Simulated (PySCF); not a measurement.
# Correlation energy of Xe²⁺ (xenon, charge +2)

[Kr] 4d10 5s1 5p5, high-spin 3P determinant (an excited configuration). Computed with PySCF 2.14 in aug-cc-pwCVTZ-DK3 with one added diffuse shell each of s, p, d, f type (11s10p8d5f1g, 125 functions), with the spin-free X2C one-electron Hamiltonian (Gaussian nucleus). Frozen: [Ar] 3d10; 24 electrons correlated.

MP2 pair energies summed by pair of shells (mhartree):

```
 pair   energy  share (%)
4d-4d  -350.57       39.3
4d-5p  -154.55       17.3
4p-4d  -120.94       13.5
5p-5p  -118.73       13.3
4p-4p   -39.31        4.4
4s-4d   -28.85        3.2
4d-5s   -22.14        2.5
4p-5p   -16.56        1.9
4s-4p   -14.90        1.7
5s-5p   -14.79        1.7
4p-5s    -5.04        0.6
4s-4s    -3.34        0.4
4s-5p    -2.52        0.3
4s-5s    -0.74        0.1
```

Total MP2 correlation energy: -892.96 mhartree.

Same-spin part -300.68 and opposite-spin part -592.28 mhartree; SCS-MP2 scales them by 1/3 and 6/5 to -810.97 mhartree.
